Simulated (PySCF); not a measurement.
Species: C₅H₈F₂O.
Geometry (GFN2-xTB, Å), atoms numbered from 1 in this order:
```xyz
16
C5H8F2O angstrom
F     -0.2064   -0.4970   -1.9424
C     -0.5051   -0.8683   -0.6592
F     -1.2176   -2.0281   -0.7996
C     -1.3647    0.1995    0.0032
C     -0.4989    1.4332    0.2819
O      0.6334    1.1107    1.0522
C      1.4797    0.2048    0.3868
C      0.7778   -1.1309    0.1173
H     -1.7500   -0.2103    0.9375
H     -2.1990    0.4551   -0.6506
H     -1.0591    2.1699    0.8597
H     -0.1893    1.8831   -0.6735
H      1.8188    0.6364   -0.5670
H      2.3408    0.0592    1.0408
H      0.5086   -1.6123    1.0581
H      1.4233   -1.7961   -0.4566
```

Computed, not measured: PBE0/def2-SVPD in PySCF (dipole) on a GFN2-xTB geometry, gas phase.

Take the most abundant isotopes and a rigid rotor. The values belong to one conformer with, in the numbering `[F:1][C:2]1([F:3])[CH2:4][CH2:5][O:6][CH2:7][CH2:8]1`, F1–C2–C4–C5 -72°, C2–C4–C5–O6 -56°, C4–C5–O6–C7 62°, C5–O6–C7–C8 -62°.

**Question.** What are A, B and C (cm⁻¹)?

**Answer.** Ia = 148.10, Ib = 286.89, Ic = 327.81 u·Å²; 505379 MHz·u·Å²/I gives 3412, 1762 and 1542 MHz, that is A = 0.11383, B = 0.05876, C = 0.05142 cm⁻¹.

**Question.** What kind of rotor is it?

**Answer.** An asymmetric top. Ray's parameter κ = (2B − A − C)/(A − C) = -0.765; −1 is the prolate and +1 the oblate limit.

**Question.** What does the inertial defect say?

**Answer.** Not planar: Δ = Ic − Ia − Ib = -107.18 u·Å². For a rigid frame Δ = −2 Σ m c², so Σ m c² = 53.59 u·Å² lies off the ab plane: 7.86 from hydrogen and 45.73 from heavier atoms. The atom farthest from that plane is 1.50 Å away.

**Question.** Which types of transition are allowed, and where do some lines up to J = 4 fall?

**Answer.** The dipole components are |μa| = 1.15 D, |μb| = 0.00 D, |μc| = 0.30 D; the mirror of this Cs structure is the ac plane, so μb vanishes by symmetry and there are no b-type lines. The squared components, which scale the intensities, stand as 1.00 : 0.07 (a : c). Some lines, for components of 0.1 D or more:

```csv
type,branch,"J(Ka,Kc)",MHz,lower level (cm⁻¹)
a,Q,"2(1,1) ← 2(1,2)",660,0.378
c,Q,"4(1,4) ← 4(0,4)",908,1.092
c,Q,"3(1,3) ← 3(0,3)",1190,0.658
c,Q,"1(1,1) ← 1(0,1)",1651,0.110
c,Q,"4(2,3) ← 4(1,3)",4225,1.195
c,Q,"3(2,2) ← 3(1,2)",4636,0.741
a,R,"2(1,2) ← 1(1,1)",6387,0.165
a,R,"3(1,3) ← 2(1,2)",9568,0.378
a,R,"3(0,3) ← 2(0,2)",9829,0.330
a,R,"3(2,1) ← 2(2,0)",9991,0.566
a,R,"3(1,2) ← 2(1,1)",10226,0.400
c,R,"2(2,1) ← 1(1,1)",11999,0.165
c,Q,"4(4,1) ← 4(3,1)",12283,1.632
c,R,"3(1,2) ← 2(0,2)",12337,0.330
a,R,"4(3,2) ← 3(3,1)",13251,1.190
a,R,"4(3,1) ← 3(3,0)",13258,1.190
a,R,"4(2,2) ← 3(2,1)",13392,0.899
c,R,"4(1,3) ← 3(0,3)",16116,0.658
c,R,"3(3,0) ← 2(2,0)",18707,0.566
c,R,"3(3,1) ← 2(2,1)",18726,0.565
c,R,"4(3,1) ← 3(2,1)",21974,0.899
c,R,"4(4,0) ← 3(3,0)",25541,1.190
```

**Question.** Estimate the classical rotational partition function at 25 K, 200 K and 298.15 K.

**Answer.** Point group Cs, symmetry number σ = 1; q = (√π/σ)·√((kT/h)³/(ABC)), k/h = 20836.6 MHz/K: 6920 at 25 K, 157000 at 200 K, 285000 at 298.15 K.

Not checked by GFN2-xTB frequencies. Zero-point vibration and centrifugal distortion are left out.
